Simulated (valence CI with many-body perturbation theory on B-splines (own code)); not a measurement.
Mo XXXVII: what the settings do

Computed by relativistic CI+MBPT: four valence electrons over a frozen Dirac-Fock core [He], a basis of 6 s, 6 p, 5 d, 3 f, 1 g functions for each j, with the one-electron correlation potential Σ1 (screened to all orders), the two-electron term Σ2, the three-electron term Σ3, Breit, model QED; selected single and double excitations, second order for the rest, scaled by the run's own slope (own B-spline code, finite nucleus).

No measured spectrum was set against this ion. As an estimate, large intervals hold to a few tenths of a per cent, small ones and those within an open d or f shell to about a per cent.

The reference run has the lowest level (2s^2 2p1/2^2) J=0 and an ionisation energy of 5092.78 eV. Its largest variational space holds 11296 state functions.

Levels are named by their leading jj configuration (3d3/2^4 stands for four electrons in 3d with j = 3/2), which in mixed levels can hold well under half, so a name can repeat and another be missing. Letters in brackets count levels of one name in rising energy.

Changed runs:
A. Breit term on → off; QED terms on → off
B. Davidson tolerance 2e-05 → 0.001
C. scale of Σ2 1 → 0
D. start configuration 2s2 2p2 → 2s2 2p3 (bad on purpose)

Excitation energies of the reference run in cm⁻¹, and shifts in cm⁻¹:

| Level | Reference | A | B | C |
| --- | --- | --- | --- | --- |
| (2s^2 2p1/2 2p3/2) J=1 | 834686 | +17150 | 0 | +302 |
| (2s^2 2p1/2 2p3/2) J=2 | 934347 | +28506 | 0 | +86 |
| (2s^2 2p3/2^2) J=2 | 1839170 | +40333 | 0 | +98 |
| (2s 2p1/2^2 2p3/2) J=2 | 1853200 | +26480 | 0 | +938 |
| (2s^2 2p3/2^2) J=0 | 2073480 | +29139 | 0 | -615 |
| (2s 2p1/2^2 2p3/2) J=1 | 2243960 | +20724 | 0 | +1713 |
| (2s 2p1/2 2p3/2^2) J=2 [a] | 2674250 | +36147 | 0 | +1039 |
| (2s 2p1/2 2p3/2^2) J=3 | 2870040 | +53845 | 0 | +1135 |
| (2s 2p1/2 2p3/2^2) J=0 | 3079020 | +29906 | 0 | +730 |
| (2s 2p1/2 2p3/2^2) J=1 [a] | 3151910 | +36649 | 0 | +1944 |
| (2s 2p1/2 2p3/2^2) J=2 [b] | 3228890 | +47285 | 0 | +2179 |
| (2s 2p1/2 2p3/2^2) J=1 [b] | 3282320 | +35295 | 0 | +2498 |
| Ionisation energy (eV) | 5092.78 | +5.51 | 0 | +0.042 |

No effect on these energies: B.

Run D: It gave no result: the electrons of core and valence do not add up to the charge. The program said: "core and valence hold 7 electrons, the ion has 6".
